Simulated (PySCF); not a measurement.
Geometry:
```tsv
atom	x (Å)	y (Å)	z (Å)
Al1	0.036	0.185	-0.220
C2	1.933	-0.015	0.286
C3	2.167	-0.726	1.625
H4	2.409	0.982	0.304
H5	2.455	-0.569	-0.517
H6	3.239	-0.847	1.856
H7	1.725	-0.170	2.469
H8	1.718	-1.732	1.642
C9	-0.844	1.945	-0.297
C10	-2.319	1.954	-0.696
H11	-0.256	2.586	-0.981
H12	-0.710	2.422	0.694
H13	-2.748	2.970	-0.719
H14	-2.474	1.518	-1.697
H15	-2.936	1.362	0.000
C16	-0.967	-1.444	-0.630
C17	-0.355	-2.639	-0.708
H18	-2.049	-1.446	-0.830
H19	0.723	-2.752	-0.530
H20	-0.885	-3.570	-0.952
```

Geometry: PBE0-D3(BJ)/def2-SVP; GIAO absolute shieldings from PySCF 2.14.0 with density-fitted response routines, gas phase, non-relativistic, averaged over equivalent atoms.

At PBE0/pcSseg-1 (pcSseg-2 on Al) (210 basis functions, 81 s wall time on 1 thread of an Arm Neoverse N1, shared host):
```tsv
atoms	σ (ppm)
Al1	280.3
C17	31.2
C16	33.8
C3/C10	173.9
C2/C9	181.1
H18	24.40
H19/H20	24.53
H6/H7/H8/H13/H14/H15	30.08
H4/H5/H11/H12	30.99
```

Estimate the result of repeating the calculation with B3LYP/pcSseg-1 (pcSseg-2 on Al).

Answers


| atoms | σ at B3LYP/pcSseg-1 (pcSseg-2 on Al) | change |
| --- | --- | --- |
| Al1 | 267.7 | -12.6 |
| C17 | 27.1 | -4.1 |
| C16 | 27.9 | -5.9 |
| C3/C10 | 168.0 | -5.9 |
| C2/C9 | 174.8 | -6.3 |
| H18 | 24.65 | +0.25 |
| H19/H20 | 24.79 | +0.26 |
| H6/H7/H8/H13/H14/H15 | 30.17 | +0.09 |
| H4/H5/H11/H12 | 31.09 | +0.10 |

The largest change is at Al1 (aluminium bonded to 3 C). Cost: 210 basis functions, 57 s wall time on 1 thread of an Arm Neoverse N1, shared host. The order of the carbon signals is the same at both levels.
